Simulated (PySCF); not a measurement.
A PySCF script (with the pyscf-properties extension) for the NMR shieldings of `CNN[SiH](C)C`, C3H12N2Si, on a GFN2-xTB geometry:

```python
import basis_set_exchange as bse
import numpy as np
from pyscf import gto, dft
from pyscf.prop import nmr

atoms = """
C     2.340909   -0.958193    0.712595
N     1.668663   -0.780822   -0.563629
N     0.800951    0.339312   -0.597244
Si   -0.637894    0.519467    0.348633
C    -1.611723   -1.098908    0.130440
C    -1.532609    2.012289   -0.394912
H     1.650154   -1.077190    1.557003
H     2.965344   -0.083738    0.895897
H     2.977787   -1.837433    0.640255
H     1.096114   -1.598930   -0.758016
H     1.335946    1.162273   -0.839354
H    -0.444567    0.747127    1.799786
H    -1.723290   -1.355817   -0.919238
H    -1.120678   -1.932824    0.624271
H    -2.606998   -1.016700    0.555256
H    -1.721095    1.881865   -1.455085
H    -2.488064    2.160989    0.095407
H    -0.957709    2.923552   -0.270381
"""
names = dict.fromkeys(["C", "N", "Si", "H"], "pcSseg-1")
basis = {el: gto.basis.parse(bse.get_basis(n, elements=[el], fmt="nwchem")) for el, n in names.items()}
mol = gto.M(atom=atoms, basis=basis, charge=0, verbose=0)
mf = dft.RKS(mol, xc="PBE0")
mf.grids.level = 2
mf.grids.alignment = dft.numint.BLKSIZE   # the property module wants whole blocks of grid points
mf.conv_tol = 1e-9
mf.kernel()

calc = nmr.RKS(mf)   # GIAO
C = mf.mo_coeff
Co = C[:, mf.mo_occ > 0]
resp = mf.gen_response(singlet=True, hermi=2)
def vind(x):   # induced exchange potential for any number of trial vectors
    d = np.einsum("pi,xij,qj->xpq", C, 2 * x.reshape(-1, C.shape[1], Co.shape[1]), Co, optimize=True)
    return np.einsum("xpq,pi,qj->xij", resp(d - d.transpose(0, 2, 1)), C, Co, optimize=True).ravel()
mo1, _ = nmr.rhf.solve_mo1(calc, with_cphf=vind)
sigma = calc.kernel(mo1)
for i, s in enumerate(sigma):   # ppm
    print("%2d %-2s %9.2f" % (i, mol.atom_pure_symbol(i), np.trace(s) / 3))
```

**Question.** What does it print?

**Answer.** 
```
 0 C     142.59
 1 N     192.74
 2 N     178.72
 3 Si    371.05
 4 C     191.13
 5 C     190.76
 6 H      28.78
 7 H      29.35
 8 H      29.15
 9 H      29.63
10 H      29.39
11 H      26.24
12 H      31.73
13 H      31.35
14 H      31.75
15 H      31.62
16 H      31.83
17 H      31.73
```

These numbers come from an equivalent density-fitted implementation of the same equations, which agrees with the script to about 0.01 ppm for H and up to a few tenths of a ppm for heavy atoms, so last digits may differ.

**Question.** Turn these shieldings into chemical shifts. Scale: $^{13}$C (186.93 ppm), $^{29}$Si (349.16 ppm), $^{1}$H (31.72 ppm) against TMS; $^{15}$N (267.73 ppm) against NH3 (reference shieldings calculated alike).

**Answer.** Averaging equivalent atoms: C 0: 44.3; C 4/5: -4.0; N 2: 89.0; N 1: 75.0; Si 3: -21.9; H 11: 5.47; H 6/7/8: 2.62; H 10: 2.32; H 9: 2.09; H 12/13/14/15/16/17: 0.05 ppm. Experimental scales use liquid or dissolved standards, which lie at an offset from isolated NH3 (liquid NH3: subtract about 20 ppm).

Size and cost of the density-fitted run: 169 basis functions, roughly 80 core-seconds.
